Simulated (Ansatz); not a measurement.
`C#[C][Al]([NH2])[F]` + NH₃ → `[NH2][Al]([NH2])[F]` + acetylene at 298.15 K and 1 bar (ligand exchange at the Al–C bond).

Program: Ansatz. Geometries: PBE0-D4/def2-TZVP. ΔE: electronic, gas phase. CCSD(T)/CBS is the MP2 limit (def2-TZVPP, def2-QZVPP) plus CCSD(T) − MP2 in def2-TZVPP, frozen cores. This one scheme is used for every species. One conformer a species, not always the lowest.

| species | CCSD(T)/CBS energy (Eh) | H − E (kJ/mol) | S (J/(mol·K)) |
| --- | --- | --- | --- |
| `C#[C][Al]([NH2])[F]` | -474.49892 | 144.7 | 336.9 |
| NH₃ | -56.50880 | 100.5 | 192.4 |
| `[NH2][Al]([NH2])[F]` | -453.78851 | 160.6 | 315.5 |
| `C#C` | -77.22717 | 80.8 | 200.2 |

H − E and S are ideal-gas, rigid-rotor, harmonic terms from PBE0-D4/def2-TZVP, for one conformer and one mirror image of each species. 1 Eh = 2625.50 kJ/mol, R = 8.31446 J/(mol·K).

Q: By hand: ΔE, ΔH, ΔS and ΔG.

A: ΔE = (-453.78851) + (-77.22717) − (-474.49892) − (-56.50880) = -0.00796 Eh = -20.9 kJ/mol. Δ(H − E) = 160.6 + 80.8 − 144.7 − 100.5 = -3.8, so ΔH = -24.7 kJ/mol. ΔS = 315.5 + 200.2 − 336.9 − 192.4 = -13.6 J/(mol·K). ΔG = -24.7 − 298.15 × (-13.6)/1000 = -20.6 kJ/mol.

Q: By hand: the equilibrium constant, and the temperature at which ΔG would vanish if ΔH and ΔS stayed fixed.

A: log₁₀ K = −ΔG/(RT ln 10) = 3.6. ΔG = 0 at ΔH/ΔS = 1816 K, though so small a ΔS makes that figure unsure.

The number of gas molecules stays the same, so ΔS is small and ΔH decides. A doubt of 5 kJ/mol in ΔE shifts log₁₀ K by 0.9 here. Other conformers and mirror images would add mixing entropy, several J/(mol·K) or more a flexible species. These are equilibria of isolated gas molecules and say nothing of rates. Largest T1 diagnostic: 0.013 (customary marks: 0.02 for closed shells, 0.045 for open ones).
